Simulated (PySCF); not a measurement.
SMILES C1=CC=C(C)S(=O)(=O)O1, C5H6O3S

Molfile (atoms numbered from 1):
```
C5H6O3S
     RDKit          3D

 15 15  0  0  0  0  0  0  0  0999 V2000
    2.1507    0.1905   -0.0405 C   0  0  0  0  0  0  0  0  0  0  0  0
    0.6917   -0.0564   -0.0455 C   0  0  0  0  0  0  0  0  0  0  0  0
    0.0305   -1.2023   -0.2022 C   0  0  0  0  0  0  0  0  0  0  0  0
   -1.4072   -1.2850   -0.1279 C   0  0  0  0  0  0  0  0  0  0  0  0
   -2.1554   -0.2866    0.3542 C   0  0  0  0  0  0  0  0  0  0  0  0
   -1.6554    0.8940    0.7810 O   0  0  0  0  0  0  0  0  0  0  0  0
   -0.2946    1.4264    0.0368 S   0  0  0  0  0  6  0  0  0  0  0  0
   -0.6503    1.8124   -1.2919 O   0  0  0  0  0  0  0  0  0  0  0  0
    0.2743    2.4010    0.9042 O   0  0  0  0  0  0  0  0  0  0  0  0
    2.4431    0.6978   -0.9604 H   0  0  0  0  0  0  0  0  0  0  0  0
    2.3926    0.8549    0.7879 H   0  0  0  0  0  0  0  0  0  0  0  0
    2.7100   -0.7383    0.0490 H   0  0  0  0  0  0  0  0  0  0  0  0
    0.5739   -2.1284   -0.3470 H   0  0  0  0  0  0  0  0  0  0  0  0
   -1.8819   -2.2095   -0.4110 H   0  0  0  0  0  0  0  0  0  0  0  0
   -3.2264   -0.3625    0.4914 H   0  0  0  0  0  0  0  0  0  0  0  0
  1  2  1  0
  2  3  2  0
  3  4  1  0
  4  5  2  0
  5  6  1  0
  6  7  1  0
  7  8  2  0
  7  9  2  0
  7  2  1  0
  1 10  1  0
  1 11  1  0
  1 12  1  0
  3 13  1  0
  4 14  1  0
  5 15  1  0
M  END
```

Theory: PySCF, GIAO CAM-B3LYP/pcSseg-1 magnetisability, rotational g tensor and spin-rotation constants, non-relativistic, gas phase. Geometry: GFN2-xTB.

How diamagnetic is it, and how anisotropic?

Isotropic -1210 × 10⁻³⁰ J/T², or -72.9 × 10⁻⁶ cm³/mol; principal values -1378, -1187, -1066 × 10⁻³⁰ J/T², anisotropy 272 × 10⁻³⁰ J/T² (root of half the summed squared differences of the principal values). The susceptibility is in cgs units.

Split it along the inertial axes a, b, c into diamagnetic and paramagnetic parts about the centre of mass, with the quadrupole moment.


| axis | χ (10⁻⁶ cm³/mol) | diamagnetic (10⁻⁶ cm³/mol) | paramagnetic (10⁻⁶ cm³/mol) | summed x² of all electrons (Å²) | quadrupole Θ (D Å) |
| --- | --- | --- | --- | --- | --- |
| a | -70.4 | -685.4 | 615.0 | 144.3 | +5.91 |
| b | -65.6 | -784.3 | 718.7 | 121.0 | +5.21 |
| c | -82.7 | -1125.5 | 1042.8 | 40.6 | -11.12 |

Anisotropies 2χaa − χbb − χcc = +7.5 and 2χbb − χaa − χcc = +21.9 × 10⁻⁶ cm³/mol. Θ is traceless in Buckingham's convention.

And the rotational g tensor?


| axis | rotational constant (GHz) | g | nuclear part | electronic part |
| --- | --- | --- | --- | --- |
| a | 2.0649 | -0.0355 | 0.5611 | -0.5966 |
| b | 1.7465 | -0.0336 | 0.5561 | -0.5897 |
| c | 1.1739 | -0.0079 | 0.5672 | -0.5751 |

Asymmetric top; isotopes 12C, 1H, 16O, 32S; no vibrational averaging.
